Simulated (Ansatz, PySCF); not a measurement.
This PySCF input computes a SVWN5/def2-TZVPD energy:

```python
from pyscf import gto, scf, dft

mol = gto.M(
    atom='''
    Ge   -0.00000000   -0.00000000   -0.35685678
    O     0.00000000    0.00000000    1.42742714
    ''',
    basis='def2-tzvpd',
    charge=1,
    spin=1,
    symmetry='C2v',
    verbose=4,
)

mf = dft.UKS(mol, xc='svwn').density_fit(auxbasis='def2-universal-jkfit')
mf.grids.level = 3
mf.conv_tol = 1e-9
mf.max_cycle = 100
mf.max_memory = 1500
mf.kernel()
if not mf.converged:
    mf = mf.newton()
    mf.kernel(mf.make_rdm1())
mf.analyze()
```

Q: Write an input for the same energy in Ansatz (a quantum-chemistry and plane-wave program) and say what it gives.

A: 
Ansatz 0.2 input:
```yaml
crystal:
  periodic: [false, false, false]
  atoms:
    - {symbol: Ge, position_ang: [-0.00000000, -0.00000000, -0.35685678]}
    - {symbol: O, position_ang: [0.00000000, 0.00000000, 1.42742714]}
basis:
  gaussian:
    orbitals: def2-TZVPD
hamiltonian:
  xc: {name: SVWN5}
total_charge: 1
magnetization: {spin_polarized: true, initial_magnetization: 1}
output: {forces: true}
```
It gives -2148.17079 Eh, and PySCF -2148.17079 Eh, a difference of 0.00 mEh.
